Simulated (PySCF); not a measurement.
# C₆ coefficients of unlike pairs at UHF

Calculated with PySCF 2.14 from the dipole response of each species, C₆(A,B) = (3/π) ∫ α_A(iu) α_B(iu) du, in atomic units, from isotropic polarisabilities. For ions this is the dispersion term alone; charge-induced terms of lower order in 1/R come first.

```tsv
species	configuration	basis	relativity	α (bohr³)	C₆ (like pair)
Ge+	[Ar] 3d10 4s2 4p1 (2P)	aug-cc-pVTZ-PP with ECP10MDF (6s5p4d2f)	core potential	19.84	115.6
Rh+	[Kr] 4d8 (3F)	aug-cc-pVTZ-DK (9s8p6d3f2g)	spin-free X2C	11.33	69.75
Fe(2+)	[Ar] 3d6 (5D)	aug-cc-pwCVTZ (10s9p7d4f3g)	none	3.086	8.830
F	[He] 2s2 2p5 (2P)	aug-cc-pVDZ (4s3p2d)	none	2.707	6.909
```

Task: Estimate C₆ for F with Ge+.

Result: The integral gives 24.21. The combination rule 2 C_A C_B / (C_A α_B/α_A + C_B α_A/α_B) gives 24.05 and the geometric mean 28.26.

No spin-orbit coupling is included.

The other pairs:

| pair | C₆ |
| --- | --- |
| F, Fe(2+) | 7.784 |
| Fe(2+), Rh+ | 24.18 |
| F, Rh+ | 21.53 |
| Fe(2+), Ge+ | 27.06 |
| Rh+, Ge+ | 84.41 |
